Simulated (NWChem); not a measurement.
# TeCl2; SMILES Cl[Te]Cl

Results from NWChem. Geometry: optimised at PBE0/def2-SVP. Not confirmed as a minimum by frequencies. def2 effective core potentials on Te; no spin-orbit coupling. Ions are spin-unrestricted doublets at the neutral geometry; other ion states weren't tried.

For level PBE/def2-SVP:

vertical ionisation energy, ΔSCF (eV): 8.51
−ε(HOMO) (eV): 5.35

How do the values read with level CAM-B3LYP/def2-SVP instead?


| Property | Value |
|---|---|
| vertical ionisation energy, ΔSCF (eV) | 8.93 |
| −ε(HOMO) (eV) | 7.80 |
